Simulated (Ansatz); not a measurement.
# A rate constant, worked out

An elementary step of SiN$_{2}$H$_{6}$O$_{2}$, closed shell (SiN₂H₆O₂ ([NH2][Si]([NH2])([OH])[OH]) → SiN₂H₄O ([NH2][Si]([NH2])[O]) + H₂O (still joined by a long Si–O bond); Si–O, O–H broken or loosened, O–H formed or tightened). The start structure is the reactant molecule, and the electronic barrier above it is 2.208 eV by CCSD(T) at an estimated basis limit (MP2 extrapolated from triple and quadruple zeta, plus CCSD(T) − MP2 in triple zeta). Program: Ansatz 0.2.0. Basis: def2-TZVPP and def2-QZVPP. Cores are frozen in the correlated methods. Extrapolation: Hartree–Fock as exp(−7.88 √X), correlation as X^−2.97. Harmonic wavenumbers at PBE0-D4/def2-TZVP (Ansatz 0.2.0), in cm⁻¹:

Start: 183, 216, 236, 270, 318, 321, 344, 369, 388, 425, 470, 759, 787, 830, 835, 852, 896, 977, 994, 1573, 1584, 3608, 3636, 3702, 3737, 3929, 3931.

Saddle: 582i, 118, 197, 245, 283, 310, 315, 362, 388, 488, 532, 714, 762, 787, 821, 891, 957, 1198, 1446, 1571, 1587, 2334, 3612, 3627, 3704, 3725, 3852.

Task: Work out the transition-state-theory rate constant at 400 K from these numbers alone (harmonic vibrations; rotation, path degeneracy and anharmonicity left out), and the Wigner tunnelling factor. Use 1 cm⁻¹ = 1.2398 × 10⁻⁴ eV and k_B = 8.617 × 10⁻⁵ eV/K.

Result: Zero-point energies, half the sums: start 36170/2 cm⁻¹ = 2.2423 eV; saddle, real modes only, 34826/2 cm⁻¹ = 2.1589 eV.
Barrier with zero-point energy: 2.208 + 2.1589 − 2.2423 = 2.1246 eV.
k_BT = 0.03447 eV, so the barrier is 61.64 k_BT.
Vibrational partition functions from the zero-point level, ln q = −Σ ln(1 − exp(−hν/k_BT)): start 4.910, saddle 4.821.
k = (k_BT/h) exp(ln q‡ − ln q) exp(−E0/k_BT), with log₁₀(k_BT/h in s⁻¹) = 12.92: log₁₀ k = 12.92 + (-0.089 − 61.64)/2.3026 = -13.89, so k ≈ 1 × 10^(-14) s⁻¹.
Wigner factor: 1 + (hν‡/k_BT)²/24 = 1 + (2.09)²/24 = 1.18. A change of 1 kcal/mol (0.043 eV) in the barrier would change k by a factor of 3.5 at this temperature.

No T1 diagnostic of these runs exceeds 0.013.

Labels in which every atom is bracketed show which atoms are joined, not bond orders.

For scale, one of the runs: CCSD(T)/def2-TZVPP, 250 basis functions, launched by `ansatz run in.yaml --threads 8 --pin off --events-out ev --progress --plain --max-ram 19148MiB`. Hardware: 8 CPU threads of a Oxide Virtual Turin-like, shared host. Wall time 62 s; peak host memory 5.6 GiB.
